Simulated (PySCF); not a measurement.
Correlation energy of Hf³⁺ (hafnium, charge +3)

Starting occupation: [Xe] 4f14 5d1, 5d5/2 with m_j = +5/2. All numbers are calculated (PySCF 2.14, X2C-1e with screened-nucleus spin-orbit coupling, Gaussian nucleus, in x2c-TZVPPall-2c (11s11p10d3f1g, 124 functions)). Frozen: [Kr] 4d10 4f14; 9 electrons correlated; the 34 highest virtual spinors left out.

MP2 pair energies summed by pair of shells (mhartree):

| pair | energy | share (%) |
| --- | --- | --- |
| 5p1/2-5p3/2 | -44.71 | 29.2 |
| 5p3/2-5p3/2 | -43.43 | 28.4 |
| 5d5/2-5p3/2 | -16.99 | 11.1 |
| 5p3/2-5s1/2 | -13.95 | 9.1 |
| 5p1/2-5p1/2 | -12.29 | 8.0 |
| 5d5/2-5p1/2 | -7.23 | 4.7 |
| 5p1/2-5s1/2 | -6.71 | 4.4 |
| 5s1/2-5s1/2 | -5.08 | 3.3 |
| 5d5/2-5s1/2 | -2.67 | 1.7 |

Total MP2 correlation energy: -153.05 mhartree.

This basis was not built for core-valence correlation, so the inner-shell part is incomplete.
